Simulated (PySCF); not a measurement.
**Bond curve of AsP**

Set-up: As 6-31G(d,p), P 6-31G(d,p); no relativity (PySCF 2.14). Energies in eV from As + P in their ground configurations at the same level. State: ¹Σ⁺ (singlet), closed shell.

| R (Å) | PBE0 |
| --- | --- |
| 1.719 | -2.016 |
| 1.799 | -3.114 |
| 1.879 | -3.723 |
| 1.939 | -3.939 |
| 1.999 | -4.001 |
| 2.059 | -3.942 |
| 2.139 | -3.724 |
| 2.239 | -3.297 |
| 2.359 | -2.653 |
| 2.519 | -1.699 |

Question: Put a parabola through the three lowest points of the PBE0 curve and estimate Re, k and ωe (reduced mass 21.91 u; 1 eV/Å² = 0.16022 mdyn/Å; ωe = 1302.8·√(k/μ) cm⁻¹).

Answer: Through R = 1.939, 1.999, 2.059 Å the second-order coefficient is 16.8 eV/Å², so Re ≈ 2.000 Å, k ≈ 5.39 mdyn/Å and ωe ≈ 646 cm⁻¹. A polynomial fit of higher order to the unrounded PBE0 energies gives Re = 1.997 Å, k = 5.39 mdyn/Å, ωe = 646 cm⁻¹; anharmonicity and rounding make the difference.

The higher-order fit for each curve: PBE0: Re = 1.997 Å, ωe = 646 cm⁻¹, De = 4.00 eV.
